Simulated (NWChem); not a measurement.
BN2H5O; SMILES NB(N)O

```xyz
9

B      0.0190    -0.0111     0.0000
O      1.4010    -0.0167     0.0000
H      1.7800     0.8641     0.0000
N     -0.6197    -1.2779     0.0000
H     -0.0786    -2.1295     0.0000
H     -1.6176    -1.4165     0.0000
N     -0.7266     1.2052     0.0000
H     -1.7352     1.2336     0.0000
H     -0.3045     2.1214     0.0000
```
Atoms are numbered in this order, from 1.

Structure relaxed at the PBE0/def2-SVP level.

Q: Give the principal values of the shielding tensors (ppm) of B1, O2, N4, N7 from PBE/pcSseg-1, GIAO (NWChem), with their diamagnetic and paramagnetic parts as GIAO splits them.

A: 
```json
[
 {"atom": "B1", "σ11": "58.6", "σ22": "72.0", "σ33": "95.5", "isotropic": "75.3", "diamagnetic": "196.2", "paramagnetic": "-120.9"},
 {"atom": "O2", "σ11": "203.3", "σ22": "278.6", "σ33": "282.3", "isotropic": "254.7", "diamagnetic": "387.8", "paramagnetic": "-133.1"},
 {"atom": "N4", "σ11": "193.5", "σ22": "201.9", "σ33": "264.5", "isotropic": "220.0", "diamagnetic": "316.2", "paramagnetic": "-96.3"},
 {"atom": "N7", "σ11": "193.8", "σ22": "200.5", "σ33": "267.5", "isotropic": "220.6", "diamagnetic": "317.1", "paramagnetic": "-96.5"}
]
```
